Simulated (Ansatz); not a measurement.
Harmonic frequencies (cm⁻¹) at PBE0-D4/def2-TZVP from Ansatz: 114, 176, 251, 531, 542, 584, 632, 688, 780, 838, 887, 1240, 1446, 1451, 1578, 2039, 3057, 3149, 3160, 3560, 3656.

Each molecule was computed in one conformer, which needn't be the lowest.

Task: Which molecule is it?
A. `N[Si](N)Cl`•
B. `[CH3][GeH][NH2]`•
C. `C[N][GeH3]`•
D. `C=C[Si](F)F`•

Result: B.
